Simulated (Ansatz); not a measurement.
C2H4NO (SMILES CC([NH])=O), doublet, at a GFN2-xTB geometry; PBE/6-311G** in Ansatz (a first-principles code).

The Ansatz input:
Ansatz 0.2 input:
```yaml
crystal:
  periodic: [false, false, false]
  atoms:
    - {symbol: O, position_ang: [0.52038037, 1.10899932, 0.47787017]}
    - {symbol: C, position_ang: [0.07362476, 0.04155692, 0.01629218]}
    - {symbol: N, position_ang: [0.97908963, -0.79537771, -0.38307541]}
    - {symbol: C, position_ang: [-1.37266602, -0.31112209, -0.09746586]}
    - {symbol: H, position_ang: [-1.87439289, 0.42856119, -0.71790388]}
    - {symbol: H, position_ang: [-1.47291315, -1.29927869, -0.53410739]}
    - {symbol: H, position_ang: [-1.82638734, -0.28731230, 0.89115672]}
    - {symbol: H, position_ang: [1.95127056, -0.52892976, -0.29353686]}
basis:
  gaussian:
    orbitals: 6-311G__.json
hamiltonian:
  xc: pbe
magnetization: {spin_polarized: true, initial_magnetization: 1}
```
The basis file holds 6-311G** in the JSON format of the Basis Set Exchange.

Problem. Predict the main parts of the log of this Ansatz run.

Solution. 
```
Functional definition: PBE
776 factors; their error is unknown
mean field evaluation 1: about -5660.5244 eV, gradient 4.7e1 eV
mean field evaluation 2: about -5639.5339 eV, gradient 7.6e1 eV
mean field evaluation 4: about -5669.2314 eV, gradient 6.8e0 eV
mean field evaluation 8: about -5669.4434 eV, gradient 1.1e-1 eV
mean field evaluation 16: about -5669.4100 eV, gradient 4.3e-4 eV
mean field evaluation 32: about -5669.1402 eV, gradient 1.4e0 eV
mean field -5669.41000332 eV, -208.3469747579 hartree, gradient 1.5e-5 eV, S^2 0.752715; 4 other end points of the search recorded, 0 dependent functions left out
reference -5669.41003173 eV, -208.3469758018 hartree; 16, 15 occupied and 80, 81 virtual orbitals, 776 factors
Total energy: -5669.41003173 eV, -208.3469758018 hartree
```
